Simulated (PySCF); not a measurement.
## Te²⁺ (tellurium, charge +2) across methods

[Kr] 4d10 5s2 5p2, high-spin 3P determinant. All numbers are calculated (PySCF 2.14, a scalar-relativistic core potential, in aug-cc-pwCVDZ-PP with ECP28MDF (6s5p4d1f, 48 functions)).

```json
{"method": "BP86", "E (hartree)": "-267.0859", "mean ε 5s α (eV)": "-33.578", "mean ε 5s β (eV)": "-32.057", "mean ε 5p α (eV)": "-23.039", "Σ⟨r²⟩ (bohr²)": "38.01", "⟨S²⟩": "2.001"}
{"method": "M06-L", "E (hartree)": "-267.1444", "mean ε 5s α (eV)": "-33.415", "mean ε 5s β (eV)": "-31.648", "mean ε 5p α (eV)": "-22.766", "Σ⟨r²⟩ (bohr²)": "38.01", "⟨S²⟩": "2.002"}
{"method": "PBE", "E (hartree)": "-266.9587", "mean ε 5s α (eV)": "-33.449", "mean ε 5s β (eV)": "-31.834", "mean ε 5p α (eV)": "-22.962", "Σ⟨r²⟩ (bohr²)": "38.10", "⟨S²⟩": "2.001"}
{"method": "PBE0", "E (hartree)": "-266.9763", "mean ε 5s α (eV)": "-35.224", "mean ε 5s β (eV)": "-32.827", "mean ε 5p α (eV)": "-24.243", "Σ⟨r²⟩ (bohr²)": "38.10", "⟨S²⟩": "2.002"}
{"method": "UHF", "E (hartree)": "-266.04161", "mean ε 5s α (eV)": "-39.593", "mean ε 5s β (eV)": "-34.537", "mean ε 5p α (eV)": "-27.316", "Σ⟨r²⟩ (bohr²)": "38.55", "⟨S²⟩": "2.008"}
{"method": "LDA", "E (hartree)": "-266.5541", "mean ε 5s α (eV)": "-33.728", "mean ε 5s β (eV)": "-32.345", "mean ε 5p α (eV)": "-23.032", "Σ⟨r²⟩ (bohr²)": "38.07", "⟨S²⟩": "2.001"}
{"method": "r2SCAN", "E (hartree)": "-267.0633", "mean ε 5s α (eV)": "-34.083", "mean ε 5s β (eV)": "-31.866", "mean ε 5p α (eV)": "-23.396", "Σ⟨r²⟩ (bohr²)": "38.01", "⟨S²⟩": "2.003"}
{"method": "M06", "E (hartree)": "-267.0416", "mean ε 5s α (eV)": "-34.768", "mean ε 5s β (eV)": "-33.490", "mean ε 5p α (eV)": "-23.860", "Σ⟨r²⟩ (bohr²)": "38.10", "⟨S²⟩": "2.001"}
{"method": "wB97M-V", "E (hartree)": "-266.9467", "mean ε 5s α (eV)": "-37.755", "mean ε 5s β (eV)": "-35.203", "mean ε 5p α (eV)": "-26.395", "Σ⟨r²⟩ (bohr²)": "38.16", "⟨S²⟩": "2.002"}
```

Energies and moments cover only the electrons outside the core potential.
